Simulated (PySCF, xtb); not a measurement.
dimethyl telluride (C₂H₆Te), SMILES [Te](C)C.

Harmonic wavenumbers (cm⁻¹) from GFN2-xTB run with xtb at its own minimum, in rising order: 108, 112, 166, 544, 547, 798, 840, 855, 861, 1291, 1306, 1468, 1469, 1474, 1475, 3046, 3054, 3058, 3059, 3081, 3084.

Problem. What does PySCF with B3LYP-D3(BJ)/def2-SVP give at its own minimum? (The exact figures need the calculation; the answer reports its results.)

Solution. 113, 121, 167, 514, 520, 780, 815, 846, 889, 1232, 1250, 1431, 1439, 1441, 1447, 3052, 3055, 3169, 3169, 3170, 3174. Paired by order, the mean absolute difference is 38 cm⁻¹ and the zero-point energies are 45.3 and 45.5 kcal/mol.
